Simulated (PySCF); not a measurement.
SiBr₂Cl₂, SMILES Cl[Si](Br)(Cl)Br.

Coordinates come from a B3LYP-D3(BJ)/def2-SVP optimisation.

Two levels are set side by side: PBE/def2-TZVP (PySCF) and HF/def2-TZVP (PySCF). Same geometry, gas phase. Differences are taken from unrounded values.

| quantity | PBE |
|---|---|
| orbital gap (eV) | 5.12 |
| highest occupied level (eV) | -7.54 |
| lowest empty level (eV) | -2.42 |
| dipole moment (D) | 0.17 |
| mean polarisability (bohr³) | 87.5 |

Problem. These are the PBE values. What does HF give? (An estimate is asked for; the answer gives what the named calculation found.)

Solution. 
```
quantity                         HF  PBE minus HF
---------------------------  ------  ------------
orbital gap (eV)              14.08         -8.96
highest occupied level (eV)  -11.79          4.26
lowest empty level (eV)        2.28         -4.71
dipole moment (D)              0.15          0.02
mean polarisability (bohr³)    79.0           8.5
```

PBE's occupied levels lie high since its potential decays too fast outside the molecule; exact exchange lowers them and widens the gap. Loosely held outer electrons make PBE densities more polarisable. Differences between two approximate levels are no errors against the true value.

Rough cost on one machine, each run with all the roots and properties that it gave: HF against PBE about 1/2.
